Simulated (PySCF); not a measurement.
## B (boron, neutral) across methods

[He] 2s1 2p1 3d1, one real determinant (an excited configuration). All numbers are calculated (PySCF 2.14, the non-relativistic Hamiltonian (point nucleus), in aug-cc-pVTZ with one added diffuse shell each of s, p, d, f type (6s5p4d3f, 62 functions)). The B2PLYP total includes its PT2 part (frozen core); its orbital energies are those of the SCF part.

```tsv
method	E (hartree)	mean ε 2s α (eV)	mean ε 2p α (eV)	mean ε 3d α (eV)	Σ⟨r²⟩ (bohr²)	⟨S²⟩
wB97X	-24.2522	-21.049	-15.124	-1.623	89.49	3.750
wB97M-V	-24.2355	-20.246	-14.175	-1.274	76.96	3.750
PBE	-24.2193	-16.813	-11.071	-0.979	85.30	3.750
B2PLYP	-24.2328	-20.068	-14.176	-1.216	88.60	3.750
PBE0	-24.2260	-18.500	-12.643	-1.162	86.75	3.750
M06-2X	-24.2397	-19.914	-13.596	-1.200	87.38	3.750
LDA	-23.9573	-16.667	-10.853	-0.877	83.69	3.750
r2SCAN	-24.2481	-17.320	-11.539	-0.864	87.30	3.750
```

(1) Estimate the same row for UHF.

⟨L²⟩ = 8.01 against 12 for a pure F term, so this real determinant mixes terms. The outer electron is Rydberg-like, and this basis confines it to a smaller radius and binds it less than a complete one would.

Answers

(1) E (hartree) = -24.17672; mean ε 2s α (eV) = -23.143; mean ε 2p α (eV) = -17.031; mean ε 3d α (eV) = -1.514; Σ⟨r²⟩ (bohr²) = 89.75; ⟨S²⟩ = 3.750.
